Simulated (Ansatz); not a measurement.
`FB[Si](Cl)(Cl)Cl` + HBr → `Cl[Si](Cl)(Cl)Br` + `BF` at 700 K and 1 bar (cleavage of the Si–B bond).

Isolated molecules relaxed with PBE0-D4/def2-TZVP in Ansatz; ΔE leaves out vibrations. CCSD(T)/CBS is the MP2 limit (def2-TZVPP, def2-QZVPP) plus CCSD(T) − MP2 in def2-TZVPP, frozen cores. This one scheme is used for every species. For Br outer-core shells are correlated without core-valence functions, which leaves a few kJ/mol of doubt a bond. Scalar relativity is left out up to krypton. Each species was taken in one conformer, which may not be the lowest.

```csv
species,CCSD(T)/CBS energy (Eh),H − E (kJ/mol),S (J/(mol·K))
`FB[Si](Cl)(Cl)Cl`,-1793.79550,130.5,499.7
HBr,-2573.91920,36.5,223.7
`Cl[Si](Cl)(Cl)Br`,-4241.93609,78.4,440.1
`BF`,-125.82039,88.4,262.0
```

H − E and S are ideal-gas, rigid-rotor, harmonic terms from PBE0-D4/def2-TZVP, for one conformer and one mirror image of each species. 1 Eh = 2625.50 kJ/mol, R = 8.31446 J/(mol·K).

By hand: ΔE, ΔH, ΔS and ΔG.

ΔE = (-4241.93609) + (-125.82039) − (-1793.79550) − (-2573.91920) = -0.04178 Eh = -109.7 kJ/mol. Δ(H − E) = 78.4 + 88.4 − 130.5 − 36.5 = -0.2, so ΔH = -109.9 kJ/mol. ΔS = 440.1 + 262.0 − 499.7 − 223.7 = -21.3 J/(mol·K). ΔG = -109.9 − 700 × (-21.3)/1000 = -95.0 kJ/mol.

By hand: the equilibrium constant, and the temperature at which ΔG would vanish if ΔH and ΔS stayed fixed.

log₁₀ K = −ΔG/(RT ln 10) = 7.1. ΔG = 0 at ΔH/ΔS = 5160 K, far beyond where these terms or the molecules hold.

ΔH outweighs TΔS. A doubt of 5 kJ/mol in ΔE shifts log₁₀ K by 0.4 here. Other conformers and mirror images would add mixing entropy, several J/(mol·K) or more a flexible species. Modes under 60 cm⁻¹, often nearly free rotors, make the harmonic entropy too high. These are equilibria of isolated gas molecules and say nothing of rates. Largest T1 diagnostic: 0.013 (customary marks: 0.02 for closed shells, 0.045 for open ones).
